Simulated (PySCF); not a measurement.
## Name the molecule from its bond curve

A diatomic of charge +1 contains Sr. Its singlet curve at RHF-CCSD(T) in a double-zeta basis (scalar-relativistic core potentials, PySCF), in eV from the separated fragments:

| R (Å) | E (eV) |
| --- | --- |
| 3.279 | -1.085 |
| 3.424 | -1.179 |
| 3.534 | -1.215 |
| 3.643 | -1.229 |
| 3.752 | -1.225 |
| 3.898 | -1.201 |
| 4.080 | -1.151 |
| 4.299 | -1.074 |

The fit gives ωe = 132 cm⁻¹ and the rotational constant Bₑ = 0.06059 cm⁻¹.

Which atom is the partner?

The minimum lies at 3.671 Å, so the reduced mass is 16.8576 u Å² cm⁻¹/(Bₑ·Re²) = 20.65 u. With Sr at 87.91 u the partner weighs about 27.0 u: Al. The molecule is SrAl⁺.

Correlated steps freeze 5 core orbitals. The CCSD T1 diagnostic is raised, a sign that a single reference may not be enough here.
